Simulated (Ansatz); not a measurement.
System: C4H4NS, charge 0, multiplicity 2. It need not be the lowest isomer of its formula. 
Geometry from a B3LYP-D3(BJ)/def2-TZVP (Ansatz, a quantum-chemistry and plane-wave program) optimisation:
SMILES: s1[c]cc(c1)N
```xyz
10

N      2.1753    -0.4407     0.8023
C      0.8973    -0.2268     0.2824
C      0.1119    -1.3069    -0.2634
C     -1.1082    -0.8507    -0.6106
S     -1.3983     0.7971    -0.3389
C      0.2166     0.9620     0.2988
H      2.7159    -1.1291     0.3005
H      2.7099     0.4021     0.9498
H      0.4592    -2.3258    -0.3521
H      0.5544     1.9185     0.6638
```
Charge 0, spin multiplicity 2.

Quantity: atomisation energy (electronic, to ground-state atoms), in kcal/mol. Valence correlation only, unless marked. Open shells are spin-unrestricted. Spin-orbit coupling is left out. No relativistic terms. The coupled-cluster limit lacks core correlation, which all-electron functionals hold. CBS marks a two-point X^-3 extrapolation of the correlation energy; Hartree-Fock from the larger set.

The UHF reference is spin-contaminated (<S^2> 0.35 over the pure value in the largest basis). 

```csv
level,program,atomisation energy (kcal/mol)
PBE-D3(BJ)/def2-TZVPD,Ansatz + dftd3,1062.0
revPBE/def2-TZVPD,Ansatz,___
B3LYP/def2-TZVPD,Ansatz,___
PBE0/STO-3G,Ansatz,1145.7
PBE0/def2-TZVPD,Ansatz,1026.6
SCS-MP2/cc-pV(D+d)Z,Ansatz,914.2
CCSD/cc-pV(D+d)Z,Ansatz,894.2
"CCSD(T)/CBS(cc-pV(T+d)Z,cc-pV(Q+d)Z)",Ansatz,1005.0
```

Q: Some entries are withheld; supply them.

A: 
- revPBE/def2-TZVPD, atomisation energy (kcal/mol): 1010.5
- B3LYP/def2-TZVPD, atomisation energy (kcal/mol): 1001.6
